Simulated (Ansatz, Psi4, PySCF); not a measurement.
CH5Si (SMILES C[SiH2-]), charge -1, singlet, at the geometry of the source list (in this run its highest filled SCF level lies above zero, so its values depend strongly on the basis, on diffuse functions most of all). Base run: CCSD(T)/STO-3G run with PySCF.

The PySCF input:
```python
from pyscf import gto, scf, cc

mol = gto.Mole()
mol.atom = '''
    C     0.000000    0.198748   -0.787253
    Si    0.000000    0.198748    1.092916
    H     0.000000   -0.821014   -1.179150
    H    -0.883140    0.708629   -1.179150
    H     0.883140    0.708629   -1.179150
    H    -1.204844   -0.496869    1.615895
    H     1.204844   -0.496869    1.615895
'''
mol.basis = 'sto-3g'
mol.charge = -1
mol.spin = 0
mol.verbose = 4
mol.build()

mf = scf.RHF(mol)
mf.kernel()

mycc = cc.CCSD(mf)
mycc.kernel()
et = mycc.ccsd_t()
print('E(CCSD(T)) = %.10f' % (mycc.e_tot + et))
```

The same geometry, method and basis name were run in Ansatz (a first-principles code) and Psi4 and PySCF, at each program's defaults and at the settings that a row names. The base is PySCF at its defaults. Differences at the defaults can come from grids, fitting, cores and function types together.

```
code and settings                                                                 ΔE vs base (mEh)  basis functions      E (Eh)  SCF cycles
--------------------------------------------------------------------------------  ----------------  ---------------  ----------  ----------
PySCF, defaults (exact integrals, spherical functions, all electrons correlated)             0.000               19  -325.77519           8
Psi4, defaults (exact integrals, spherical functions, all electrons correlated)              0.000               19  -325.77519           9
Ansatz, defaults (factorised integrals, spherical functions, frozen core)                    2.990               19  -325.77220           -
PySCF, frozen core                                                                           2.984               19  -325.77220           8
Psi4, exact integrals, spherical functions, frozen core                                      2.984               19  -325.77220           9
Ansatz, high accuracy, frozen core                                                           2.984               19  -325.77220           -
```
